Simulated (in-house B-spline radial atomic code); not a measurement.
Cl+ is squeezed into an impenetrable sphere of radius R (the orbitals vanish at R). No spin polarisation. Caution: exact exchange at fractional occupations of open shells leaves self-interaction of up to several eV. Method: non-relativistic B3LYP, spherical fractional occupations, point nucleus. Calculated with an all-electron radial atomic-structure program (B-spline basis).

Energies in eV above the free ion in [Ne] 3s2 3p4:

```json
{"R (bohr)": "9.1", "highest level (eV)": "-20", "[Ne] 3s2 3p4": "3.957e-05", "[He] 2s2 2p5 3s2 3p4 3d1": "220.3", "[Ne] 3s2 3p3 3d1": "16.99", "-dE/dV in [Ne] 3s2 3p4 (GPa)": "9.37e-05"}
{"R (bohr)": "5.76", "highest level (eV)": "-19.9", "[Ne] 3s2 3p4": "0.05546", "[He] 2s2 2p5 3s2 3p4 3d1": "220.8", "[Ne] 3s2 3p3 3d1": "17.66", "-dE/dV in [Ne] 3s2 3p4 (GPa)": "0.302"}
{"R (bohr)": "5.12", "highest level (eV)": "-19.7", "[Ne] 3s2 3p4": "0.2106", "[He] 2s2 2p5 3s2 3p4 3d1": "221.2", "[Ne] 3s2 3p3 3d1": "18.25", "-dE/dV in [Ne] 3s2 3p4 (GPa)": "1.43"}
{"R (bohr)": "3.92", "highest level (eV)": "-18.1", "[Ne] 3s2 3p4": "2.475", "[He] 2s2 2p5 3s2 3p4 3d1": "224.3", "[Ne] 3s2 3p3 3d1": "22.17", "-dE/dV in [Ne] 3s2 3p4 (GPa)": "28.4"}
{"R (bohr)": "3.55", "highest level (eV)": "-16.6", "[Ne] 3s2 3p4": "5.28", "[He] 2s2 2p5 3s2 3p4 3d1": "227.4", "[Ne] 3s2 3p3 3d1": "25.86", "-dE/dV in [Ne] 3s2 3p4 (GPa)": "74"}
{"R (bohr)": "3.09", "highest level (eV)": "-13.1", "[Ne] 3s2 3p4": "13.64", "[He] 2s2 2p5 3s2 3p4 3d1": "236.2", "[Ne] 3s2 3p3 3d1": "35.64", "-dE/dV in [Ne] 3s2 3p4 (GPa)": "255"}
{"R (bohr)": "2.68", "highest level (eV)": "-6.6", "[Ne] 3s2 3p4": "32.21", "[He] 2s2 2p5 3s2 3p4 3d1": "255.5", "[Ne] 3s2 3p3 3d1": "55.77", "-dE/dV in [Ne] 3s2 3p4 (GPa)": "820"}
{"R (bohr)": "2.13", "highest level (eV)": "13.9", "[Ne] 3s2 3p4": "106.4", "[He] 2s2 2p5 3s2 3p4 3d1": "332.7", "[Ne] 3s2 3p3 3d1": "131.5", "-dE/dV in [Ne] 3s2 3p4 (GPa)": "4560"}
{"R (bohr)": "1.61", "highest level (eV)": "71.9", "[Ne] 3s2 3p4": "363.3", "[He] 2s2 2p5 3s2 3p4 3d1": "603.3", "[Ne] 3s2 3p3 3d1": "381.5", "-dE/dV in [Ne] 3s2 3p4 (GPa)": "30500"}
{"R (bohr)": "1.5", "highest level (eV)": "96.4", "[Ne] 3s2 3p4": "481.4", "[He] 2s2 2p5 3s2 3p4 3d1": "728.3", "[Ne] 3s2 3p3 3d1": "494.4", "-dE/dV in [Ne] 3s2 3p4 (GPa)": "48400"}
```

(1) Does [He] 2s2 2p5 3s2 3p4 3d1 fall below [Ne] 3s2 3p4 under compression?

(2) Does [Ne] 3s2 3p3 3d1 fall below [Ne] 3s2 3p4 under compression?

The highest level is first positive in the row R = 2.13 bohr, pushed up by confinement above the zero of the free ion's potential. Each configuration is held fixed and needn't be the lowest in the sphere.

Results:

(1) No, it stays above over the whole range.

(2) No, it stays above over the whole range.
